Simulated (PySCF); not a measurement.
Dipole moment and polarisability of `[SiH3]c1cn[nH]c1`

Species: C3H6N2Si.
Geometry (GFN2-xTB, Å), atoms numbered from 1 in this order:
```xyz
12
C3H6N2Si angstrom
Si    -1.9790   -0.0633    0.0108
C     -0.1167    0.0697   -0.0020
C      0.6796    1.2359    0.0383
N      1.9632    0.9549    0.0212
N      2.0359   -0.3745   -0.0288
C      0.8161   -0.9465   -0.0446
H     -2.4223   -0.6523    1.2791
H     -2.5389    1.2797   -0.1449
H     -2.4104   -0.9240   -1.0953
H      0.3476    2.2540    0.0787
H      2.9374   -0.8247   -0.0519
H      0.6887   -2.0097   -0.0866
```

Level: CAM-B3LYP/def2-SVPD (PySCF), static field, nuclei fixed, core orbitals frozen in the response. The polarisability tensor in these axes (au):

```
x   90.89 -0.18 -0.37
y   -0.18 74.17  0.79
z   -0.37  0.79 53.02
```

Task: Diagonalise the tensor; give its mean and Δα, where Δα² is half the sum of the squared differences of the eigenvalues.

Result: Principal values 52.99, 74.19 and 90.90 au; mean 72.69 au = 10.77 Å³ = 11.99 × 10⁻⁴⁰ C²·m²/J; Δα = 32.91 au (45 % of the mean).

Task: What is the dipole moment, and where does it point?

Result: (0.30, -2.22, -0.09) D, 2.25 D in size, pointing from the negative to the positive side. Measured along this direction, the outermost atoms are H10 at the negative end and H12 at the positive end.

Task: What molar refraction does this α imply?

Result: Lorentz–Lorenz: R = (4π/3)N_A α = 2.5225 cm³/(mol·Å³) × 10.77 Å³ = 27.2 cm³/mol, in the limit of long wavelengths.

Task: What would n − 1 = 2πNα be for an ideal gas of these molecules at 350 K and 1 atm, electronic part alone?

Result: N = p/kT = 2.0968 × 10¹⁹ cm⁻³, so n − 1 = 2π × N × 10.77 × 10⁻²⁴ cm³ = 1419 × 10⁻⁶ at long wavelengths.

Task: How large is μ²/3kT at 500 K beside α?

Result: In Gaussian units μ²/3kT = 24.37 Å³ against 10.77 Å³, a ratio of 2.26; the Debye molar polarisation (4π/3)N_A(α + μ²/3kT) is 88.6 cm³/mol, leaving out the vibrational part.

Task: What depolarisation ratio follows for Rayleigh scattering of linearly polarised light, taking the static tensor?

Result: ρ = 3Δα²/(45ᾱ² + 4Δα²) = 3248.7/(237803 + 4331.5) = 0.0134.

Task: Sum over states: ᾱ = Σ f/ω², ω in Eh. What share falls to these 8 lowest TDDFT singlets (eV, f)? 6.59, 0.0888; 6.79, 0.0064; 6.87, 0.0129; 6.88, 0.0038; 7.30, 0.0006; 7.50, 0.0047; 7.60, 0.0447; 7.86, 0.0108.

Result: They add up to 2.65 au, 3.7 % of the 72.69 au; the largest single term is 1.52 au, from the state at 6.59 eV. Terms in order: 1.52, 0.10, 0.20, 0.06, 0.01, 0.06, 0.57, 0.13 au. Higher excitations give the rest. The strengths listed sum to 0.173.

Geometry: GFN2-xTB; no solvent, vibrations or thermal averaging.

The run behind these numbers computed excited states as well. Time: 40 s; peak memory 0.74 GiB. Hardware: Arm Neoverse N1, one thread, no GPU, on a shared host.
